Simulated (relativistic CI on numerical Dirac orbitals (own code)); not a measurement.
# Level scheme of Hg37+

Method of calculation: Dirac-Coulomb-Breit CI, KLI orbitals optimised for each configuration, QED by a radiative potential, unscaled Slater integrals (own radial code, finite nucleus).

Configuration list (outside the closed core [Ar] 3d10): 4s2 4p6 4d7, 4s2 4p6 4d6 4f, 4s2 4p5 4d8, 4s 4p6 4d8, 4s2 4p5 4d7 4f, 4s 4p6 4d7 4f, 4s2 4p6 4d6 5s, 4s2 4p6 4d5 4f 5s, 4s2 4p6 4d6 5p, 4s2 4p5 4d7 5s, 4s2 4p6 4d6 5f, 4p6 4d8 4f, 4s2 4p6 4d5 5s 5p, 4s2 4p6 4d6 6s, 4s 4p6 4d7 5s, 4p6 4d9, 4p5 4d10, 4p5 4d9 4f, 4s2 4p6 4d5 5s2, 4s2 4p6 4d4 4f 5s2, 4s2 4p5 4d5 4f 5s2, 4s 4p6 4d5 4f 5s2, 4p6 4d8 5s, 4p5 4d9 5s, 4p5 4d8 4f 5s, 4p6 4d7 5s2, 4p6 4d6 4f 5s2, 4p5 4d8 5s2, 4p5 4d7 4f 5s2. Double excitations out of closed p, d and f shells are left out; levels of such configurations are missing from the list, as are those of other unlisted configurations, and high levels can miss mixing partners.

The lowest level is 4s2 4p6 4d7 4F_9/2, with 60 % of that term; Hund's rules for 4s2 4p6 4d7 give 4F with J = 9/2, in agreement.

```tsv
No.	Configuration	Term	J	E (cm⁻¹)	%	Landé g	jj configuration (%)
1	4s2 4p6 4d7	4F	9/2	0	60	1.229	4d5/2^3 (98)
2	4s2 4p6 4d7	2P	3/2	46774	49	1.215	4d5/2^3 (98)
3	4s2 4p6 4d7	2D	5/2	75048	49	1.226	4d5/2^3 (95)
4	4s2 4p6 4d7	4F	7/2	199021	85	1.188	4d3/2^3 4d5/2^4 (98)
5	4s2 4p6 4d7	2H	9/2	226066	36	1.110	4d3/2^3 4d5/2^4 (97)
6	4s2 4p6 4d7	4P	3/2	236168	35	1.012	4d3/2^3 4d5/2^4 (98)
7	4s2 4p6 4d7	4P	5/2	242239	58	1.382	4d3/2^3 4d5/2^4 (96)
8	4s2 4p6 4d7	4P	1/2	249688	51	1.690	4d3/2^3 4d5/2^4 (99)
9	4s2 4p6 4d7	2H	11/2	255994	99	1.086	4d3/2^3 4d5/2^4 (99)
10	4s2 4p6 4d7	2F	7/2	280305	50	1.024	4d3/2^3 4d5/2^4 (96)
11	4s2 4p6 4d7	2F	5/2	298208	64	0.988	4d3/2^3 4d5/2^4 (96)
12	4s2 4p6 4d7	2D	3/2	367660	86	0.792	4d3/2^3 4d5/2^4 (95)
13	4s2 4p6 4d7	4F	5/2	429131	59	1.103	4d3/2^2 4d5/2^5 (97)
14	4s2 4p6 4d7	4P	3/2	441801	38	1.171	4d3/2^2 4d5/2^5 (96)
15	4s2 4p6 4d7	2H	9/2	460412	58	1.000	4d3/2^2 4d5/2^5 (99)
16	4s2 4p6 4d7	2P	1/2	463037	51	1.637	4d3/2^2 4d5/2^5 (99)
17	4s2 4p6 4d7	2F	7/2	473449	48	1.044	4d3/2^2 4d5/2^5 (95)
18	4s2 4p6 4d7	2D	5/2	566293	71	1.164	4d3/2^2 4d5/2^5 (97)
19	4s2 4p6 4d7	2D	3/2	683797	55	0.852	4d3/2 4d5/2^6 (97)
20	4p5 4d8(3F)	4G°	11/2	1729278	87	1.253	4p3/2^3 4d5/2^4 (92)
21	4p5 4d8(3F)	4F°	9/2	1743408	43	1.236	4p3/2^3 4d5/2^4 (70)
22	4p5 4d8(3F)	2D°	5/2	1748142	50	1.183	4p3/2^3 4d5/2^4 (86)
23	4p5 4d8(1D)	2P°	1/2	1762760	35	1.144	4p3/2^3 4d5/2^4 (69)
24	4p5 4d8(1D)	2F°	7/2	1769841	47	1.244	4p3/2^3 4d5/2^4 (88)
25	4p5 4d8(3F)	4D°	7/2	1775052	19	1.243	4d5/2^2 4f5/2 (47)
26	4d6(3F) 4f	4G°	9/2	1797171	21	1.089	4d5/2^2 4f5/2 (82)
27	4p5 4d8(1D)	2P°	3/2	1801040	19	1.279	4p3/2^3 4d5/2^4 (43)
28	4d6(3F) 4f	4H°	11/2	1804722	22	1.180	4d5/2^2 4f5/2 (80)
29	4d6(3F) 4f	4D°	5/2	1818049	19	1.244	4d5/2^2 4f5/2 (78)
30	4d6(3P) 4f	4D°	3/2	1828704	26	1.260	4d5/2^2 4f5/2 (92)
31	4d6(3P) 4f	4D°	1/2	1833565	53	0.451	4d5/2^2 4f5/2 (82)
32	4d6(3P) 4f	4F°	5/2	1835980	18	1.137	4d5/2^2 4f5/2 (84)
33	4d6(3F) 4f	4H°	13/2	1836659	27	1.193	4d5/2^2 4f5/2 (57)
34	4p5 4d8(3F)	4D°	7/2	1847609	13	1.153	4d5/2^2 4f5/2 (43)
35	4d6(3P) 4f	2G°	9/2	1858062	18	1.128	4d5/2^2 4f5/2 (79)
36	4d6(3P) 4f	4F°	7/2	1866305	26	1.116	4d5/2^2 4f5/2 (78)
37	4s2 4p6 4d6 4f	4F°	3/2	1868743	19	1.057	4d5/2^2 4f5/2 (35)
38	4p5 4d8(3F)	2D°	5/2	1881593	30	1.145	4p3/2^3 4d5/2^4 (56)
39	4d6(5D) 4f	4H°	13/2	1882433	29	1.120	4d5/2^2 4f7/2 (54)
40	4s2 4p6 4d6 4f	4F°	7/2	1886724	22	1.276	4d5/2^2 4f7/2 (67)
41	4d6(3F) 4f	4I°	15/2	1890599	40	1.206	4d5/2^2 4f7/2 (95)
42	4p5 4d8(1S)	2P°	3/2	1890943	36	1.174	4p3/2^3 4d5/2^4 (72)
43	4d6(3F) 4f	2G°	9/2	1915775	19	1.161	4d5/2^2 4f7/2 (51)
44	4d6(3P) 4f	4G°	11/2	1916266	37	1.226	4d5/2^2 4f7/2 (88)
45	4d6(1S) 4f	2F°	5/2	1916601	28	0.990	4d5/2^2 4f5/2 (56)
46	4d6(3P) 4f	4F°	9/2	1921489	35	1.222	4d5/2^2 4f7/2 (88)
47	4d6(3P) 4f	4D°	3/2	1936895	31	1.158	4d5/2^2 4f7/2 (46)
48	4d6(1G) 4f	2I°	11/2	1937729	15	1.104	4d5/2^2 4f7/2 (47)
49	4s2 4p6 4d6 4f	4D°	1/2	1938212	21	1.391	4d5/2^2 4f7/2 (37)
50	4p5 4d8(3F)	4G°	9/2	1945899	48	1.150	4p3/2^3 4d3/2^3 4d5/2^5 (84)
51	4p5 4d8(3F)	4D°	5/2	1946156	17	1.142	4p3/2^3 4d3/2^3 4d5/2^5 (34)
52	4p5 4d8(3F)	4F°	7/2	1947341	31	1.195	4p3/2^3 4d3/2^3 4d5/2^5 (73)
53	4p5 4d8(3F)	4D°	3/2	1965689	23	1.130	4p3/2^3 4d3/2^3 4d5/2^5 (51)
54	4p5 4d8(1D)	2P°	1/2	1968509	17	1.365	4p3/2^3 4d3/2^3 4d5/2^5 (56)
55	4p5 4d8(3F)	4D°	5/2	1968759	16	1.066	4d5/2^2 4f7/2 (33)
56	4p5 4d8(3F)	2D°	3/2	1971822	16	1.367	4p3/2^3 4d3/2^3 4d5/2^5 (36)
57	4d6(5D) 4f	6G°	7/2	1973519	24	1.067	4d3/2^3 4d5/2^3 4f5/2 (71)
58	4d6(5D) 4f	6G°	9/2	1984895	25	1.057	4d3/2^3 4d5/2^3 4f5/2 (83)
59	4d6(1G) 4f	2D°	3/2	1987239	20	1.231	4d3/2^3 4d5/2^3 4f5/2 (36)
60	4p5 4d8(3P)	4P°	5/2	1987586	30	1.245	4p3/2^3 4d3/2^3 4d5/2^5 (56)
61	4s2 4p6 4d6 4f	2F°	7/2	1991964	13	1.073	4d3/2^3 4d5/2^3 4f5/2 (48)
62	4d6(3P) 4f	4G°	7/2	1993711	20	1.061	4d5/2^2 4f7/2 (39)
63	4d6(5D) 4f	6D°	1/2	1994615	41	2.192	4d3/2^3 4d5/2^3 4f5/2 (83)
64	4s2 4p6 4d6 4f	4G°	5/2	1997374	17	1.052	4d5/2^2 4f7/2 (40)
65	4d6(3H) 4f	4I°	11/2	1999421	36	1.072	4d3/2^3 4d5/2^3 4f5/2 (85)
66	4p5 4d8(3F)	2G°	7/2	1999746	19	1.107	4p3/2^3 4d3/2^3 4d5/2^5 (42)
67	4p5 4d8(3P)	4D°	5/2	2003278	30	1.164	4p3/2^3 4d3/2^3 4d5/2^5 (62)
68	4d6(5D) 4f	4F°	9/2	2005716	19	1.151	4d3/2^3 4d5/2^3 4f5/2 (83)
69	4d6(5D) 4f	6G°	3/2	2007069	20	1.116	4d3/2^3 4d5/2^3 4f5/2 (59)
70	4d6(3P) 4f	4D°	7/2	2007546	20	1.222	4d3/2^3 4d5/2^3 4f5/2 (39)
```

Energies count from the lowest computed level; ° marks odd parity. Percentages are summed over parent terms; the parents shown are those of the largest component, closed shells are left out there. Filled j subshells are mostly left out of the jj labels.

The mean weight of the leading LS term, summed over parents, in these 70 levels is 36 %, and that of the leading jj configuration (from the same eigenvectors) 73 %, so jj coupling describes them better and the LS labels are nominal.

At this charge energies of transitions that change n are usually good to better than 1 %, and those within a shell (Δn = 0) to a few per cent. Terms inside the open d or f shell come out 10 to 20 % too wide with unscaled integrals.

LS names give the leading component of a level, which can be under half, so a name can repeat, a term be missing and a line seem to break the LS rules.
